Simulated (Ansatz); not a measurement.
Q: Name a neutral molecule of C, N, O, S, Si and H with size of the dipole moment (B3LYP/def2-TZVPP) between 4.10 and 4.40 D and HOMO–LUMO gap (ωB97M-V/def2-TZVPP) between 9.00 and 9.30 eV (Ansatz, PBE0-D4/def2-TZVP geometry).

A: `NC(=S)[SiH2]O` (4.16 D, 9.13 eV). Other molecules can fit too; these were computed, each in one conformer that needn't be the lowest.

B3LYP here is the variant with VWN-RPA as its local correlation; programs differ in this.
